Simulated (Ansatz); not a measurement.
```yaml
crystal:
  periodic: [false, false, false]
  atoms:
    - {symbol: C, position_ang: [-0.733476, -0.115991, -0.800871]}
    - {symbol: Si, position_ang: [0.765790, 0.858277, 0.228424]}
    - {symbol: Sb, position_ang: [0.689969, -1.955520, 0.171518]}
    - {symbol: H, position_ang: [-0.683776, -0.135481, -2.016255]}
    - {symbol: H, position_ang: [-1.871689, -0.122252, -0.376245]}
    - {symbol: H, position_ang: [0.350451, 1.668631, 1.612744]}
    - {symbol: H, position_ang: [1.902757, 1.648978, -0.684425]}
    - {symbol: H, position_ang: [-0.316761, -1.910482, 1.802723]}
basis:
  gaussian: {orbitals: STO-3G, final_grid: {core_spheres: 1, valence_spheres: 1, degree: 1}}
hamiltonian: {xc: {name: wB97M-V}}
scf: {lower_state_search: light}
output: {forces: true}
```

```sh
$ ansatz run in.yaml --threads 2 --pin off --events-out ev --progress --plain --max-ram 4352MiB
```

Output, abridged:

```
Functional definition: wB97M-V
502 factors; integrals over basis functions are off by at most 3.4e-5 eV
167 factors; integrals over basis functions are off by at most 1.7e-6 eV
mean field evaluation 1: about -179054.1637 eV, gradient 1.8e1 eV
mean field evaluation 2: about -179055.0209 eV, gradient 1.4e1 eV
mean field evaluation 4: about -179055.9269 eV, gradient 1.0e0 eV
mean field evaluation 16: about -179035.1659 eV, gradient 9.3e-2 eV
mean field -179035.16646203 eV, -6579.4210130850 hartree, gradient 2.5e-5 eV, S^2 0.000000; 5 other end points of the search recorded, 0 dependent functions left out
reference -179035.16646255 eV, -6579.4210131041 hartree; 38, 38 occupied and 8, 8 virtual orbitals, 502 factors
Total energy: -179035.16646255 eV, -6579.4210131041 hartree
Atom 0 at    -0.733476    -0.115991    -0.800871 Å, force     0.609028     1.755790     0.601454 eV/Å
Atom 1 at     0.765790     0.858277     0.228424 Å, force    -2.455456    -4.667229    -2.286402 eV/Å
Atom 2 at     0.689969    -1.955520     0.171518 Å, force     2.894257     7.661966    -4.681502 eV/Å
Atom 3 at    -0.683776    -0.135481    -2.016255 Å, force     0.156995     0.176621     4.864234 eV/Å
Atom 4 at    -1.871689    -0.122252    -0.376245 Å, force     4.547123     0.157269    -1.134203 eV/Å
Atom 5 at     0.350451     1.668631     1.612744 Å, force     0.546796    -2.439652    -3.172009 eV/Å
Atom 6 at     1.902757     1.648978    -0.684425 Å, force    -2.868343    -2.555061     1.648185 eV/Å
Atom 7 at    -0.316761    -1.910482     1.802723 Å, force    -3.430400    -0.089704     4.160242 eV/Å
Dipole moment:     0.071701     0.710054    -0.115642 e Å
```

**Question.** What is wrong with this run?

**Answer.** The integration grid is far too coarse. The run converged. The result belongs to that input, not to the molecule as meant.
